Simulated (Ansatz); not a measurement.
Relaxation of a periodic cell of 15 atoms, H8SO6 (contents 4 H2O + 1 SO2, density as packed 1.29 g/cm³ with natural masses), to a largest force component of 0.3 eV/Å in at most 15 steps.

All numbers below come from DFT PBE-D3(BJ), scalar-relativistic, plane waves, PAW (Ansatz). Settings: accuracy low, cutoff 420 eV, k mesh 1x1x1, fermi-dirac smearing 0.02 eV, no spin polarisation.

```xyz
15
Lattice="5.5892 0.0000 0.0000 0.0000 5.5892 0.0000 0.0000 0.0000 5.5892" Properties=species:S:1:pos:R:3
O 3.629 2.742 2.996
H 4.348 3.074 3.553
H 2.825 3.019 3.459
O 3.384 0.343 3.495
H 4.205 -0.018 3.861
H 2.748 0.260 4.221
O 0.748 4.742 3.303
H 0.478 5.225 2.508
H 1.311 4.031 2.966
O 0.115 1.767 1.255
H 0.681 0.981 1.220
H 0.327 2.245 0.440
S 4.225 4.327 0.682
O 5.501 4.751 0.072
O 3.540 3.117 0.183
```

Task: Where does it end, and by what steps?

Result: The run converged. The threshold is loose, so the end isn't yet a minimum. Limits of this set-up: coarse k mesh, low accuracy level. After 14 steps the energy has fallen by 2.736 eV; H11 moved furthest, 1.48 Å.

```
step  energy less start (eV)  largest force component (eV/Å)  accepted
   0                  0.0000                           1.480       yes
   1                 -0.5031                           1.254       yes
   2                 -0.9342                           1.459       yes
   3                 -1.2944                           1.763       yes
   4                 -1.6280                           1.386       yes
   5                 -1.8771                           0.865       yes
   6                 -2.0374                           1.446       yes
   7                 -2.2207                           0.877       yes
   8                 -2.3532                           0.761       yes
   9                 -2.4743                           1.051       yes
  10                 -2.5657                           0.752       yes
  11                 -2.6277                           0.998       yes
  12                 -2.6796                           0.520       yes
  13                 -2.7018                           1.014       yes
  14                 -2.7359                           0.272       yes
```

```xyz
15
Lattice="5.5892 0.0000 0.0000 0.0000 5.5892 0.0000 0.0000 0.0000 5.5892" Properties=species:S:1:pos:R:3
O 4.195 2.692 2.493
H 4.710 3.219 3.143
H 3.594 2.070 3.000
O 2.951 0.796 3.885
H 3.641 0.229 4.268
H 2.263 0.174 3.541
O 0.801 4.373 3.148
H 0.443 4.830 2.355
H 1.216 3.562 2.787
O 1.248 1.790 1.596
H 1.624 2.005 0.721
H 0.278 1.867 1.500
S 3.372 4.406 0.989
O 4.656 5.104 0.898
O 3.075 3.490 -0.109
```

Whether the end is a true minimum wasn't checked by a vibrational analysis.

Time of the run: 15 s on 1 thread of Arm Neoverse V2 (shared host), peak memory 0.3 GiB.
